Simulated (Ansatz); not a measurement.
Diatomic RuO+, multiplicity 4 (lowest of 2S+1 = 2, 4, 6, 8 at CCSD(T)/def2-TZVPP on PBE0 minima; our sources give no spin for the ground state, which may be another). No spin–orbit coupling.

Seven points along R, fitted to fifth degree in 1/R; most abundant isotopes. Runs in def2 and cc sets follow the lowest solution found near the PBE0 minimum.

Programs: Ansatz (Gaussian basis) for Hartree–Fock, density functionals and correlated methods. Each number belongs to the level named beside it. In def2 rows elements past Kr take small-core potentials, without spin–orbit coupling.

Energies at CAM-B3LYP/def2-TZVPP:

| R (Å) | E (hartree) |
|---|---|
| 1.536019 | -169.66870888 |
| 1.577310 | -169.67917435 |
| 1.615298 | -169.68426353 |
| 1.658240 | -169.68576513 |
| 1.701183 | -169.68365378 |
| 1.750732 | -169.67774982 |
| 1.808539 | -169.66743042 |

Problem. With a reduced mass of 13.8249 u, find the minimum, the force constant and the constants.

Solution. A fifth-degree polynomial in 1/R puts the minimum at r_e = 1.6530 Å with force constant 876 N/m. Then ω_e = (1/2πc)√(k/μ) = 1037 cm⁻¹ and B_e = h/(8π²cμr_e²) = 0.4463 cm⁻¹; the cubic and quartic terms give α_e = 0.0023 and ω_e x_e = 4.3 cm⁻¹.

Ansatz is a first-principles code.
